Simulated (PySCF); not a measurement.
The vertical singlet excitations below were computed for one of the candidates. Level of theory: TDDFT wB97X-D/def2-SVPD, vertical, gas phase, core orbitals frozen in the response in PySCF 2.14.0, density-fitted response routines. Geometries: PBE0-D3(BJ)/def2-SVP, one conformer each.

```json
{"state": "S1", "ν̃ (cm⁻¹)": "43770", "f": "0.123", "main configurations (H = HOMO, L = LUMO)": "H→L (89%)"}
{"state": "S2", "ν̃ (cm⁻¹)": "45000", "f": "0.018", "main configurations (H = HOMO, L = LUMO)": "H-1→L (77%), H→L+2 (14%)"}
{"state": "S3", "ν̃ (cm⁻¹)": "49100", "f": "0.0003", "main configurations (H = HOMO, L = LUMO)": "H-2→L (38%), H→L+1 (21%), H→L+6 (11%)"}
{"state": "S4", "ν̃ (cm⁻¹)": "49370", "f": "0.019", "main configurations (H = HOMO, L = LUMO)": "H-2→L (52%), H→L+4 (11%), H→L+6 (10%)"}
{"state": "S5", "ν̃ (cm⁻¹)": "50730", "f": "0.147", "main configurations (H = HOMO, L = LUMO)": "H→L+2 (56%), H-1→L (16%)"}
{"state": "S6", "ν̃ (cm⁻¹)": "52470", "f": "0.018", "main configurations (H = HOMO, L = LUMO)": "H→L+1 (37%), H→L+5 (16%), H→L+3 (11%)"}
{"state": "S7", "ν̃ (cm⁻¹)": "54640", "f": "0.160", "main configurations (H = HOMO, L = LUMO)": "H-1→L+1 (59%), H-1→L+2 (14%)"}
{"state": "S8", "ν̃ (cm⁻¹)": "55850", "f": "0.229", "main configurations (H = HOMO, L = LUMO)": "H-1→L+2 (59%), H-1→L+4 (10%), H-1→L+1 (9%)"}
{"state": "S9", "ν̃ (cm⁻¹)": "56700", "f": "0.010", "main configurations (H = HOMO, L = LUMO)": "H-1→L+3 (51%), H-1→L+6 (10%), H-1→L+5 (10%)"}
{"state": "S10", "ν̃ (cm⁻¹)": "57450", "f": "0.0082", "main configurations (H = HOMO, L = LUMO)": "H→L+3 (36%), H→L+4 (24%), H→L+8 (9%)"}
```

Triplets computed (Tamm–Dancoff): 3.60, 4.64, 4.93, 5.28 eV.

Orbital energies (eV): HOMO-3 -11.01, HOMO-2 -9.34, HOMO-1 -8.39, HOMO -7.90, LUMO 1.53, LUMO+1 2.15, LUMO+2 2.46.

Problem. Which structure fits?
A. `Cc1cc(C)p(N)c1C`
B. `[SiH]1(C[SiH3])N[SiH2]N[SiH2]N1`
C. `CCc1cn(CC)cp1`

Solution. C. Its S1 lies at 5.43 eV; the nearest of the others has S1 at 6.69 eV. S1 is HOMO→LUMO (89%). Löwdin shares by element: HOMO phosphorus 36%, carbon 36% or more, nitrogen 13%; LUMO carbon 35% or more, phosphorus 33%, nitrogen 14% (atoms not listed hold the other 18%). At the same level the other candidates give, for their lowest levels:
- `Cc1cc(C)p(N)c1C`: 4.10 eV (f 0.049); 4.74 eV (f 0.100); 5.49 eV (f 0.020); 6.09 eV (f 0.012); 6.23 eV (f 0.020); T1 2.75 eV; HOMO -7.63, LUMO 0.77 eV
- `[SiH3]C[SiH]1N[SiH2]N[SiH2]N1`: 6.69 eV (f 0.017); 6.74 eV (f 0.025); 6.86 eV (f 0.003); 6.89 eV (f 0.003); 7.47 eV (f 0.000); T1 6.43 eV; HOMO -9.07, LUMO 1.77 eV

The values belong to the conformer `[CH3:1][CH2:2][c:3]1[cH:4][n:5]([CH2:6][CH3:7])[cH:8][p:9]1`: C1–C2–C3–C4 -108°, C4–N5–C6–C7 86°.

Without π bonds the low states are Rydberg-like; a valence basis with one diffuse set may place them up to an eV too high.
